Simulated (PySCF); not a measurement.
Correlation energy of Sc⁺ (scandium, charge +1)

[Ar] 3d1 4s1, high-spin 3D determinant. Calculation: PySCF 2.14, in cc-pVTZ (7s6p4d2f1g, 68 functions); the non-relativistic Hamiltonian (point nucleus). Frozen: [Ar]; 2 electrons correlated.

Total MP2 correlation energy: -3.28 mhartree.

Same-spin part -3.28 and opposite-spin part 0.00 mhartree; SCS-MP2 scales them by 1/3 and 6/5 to -1.09 mhartree.
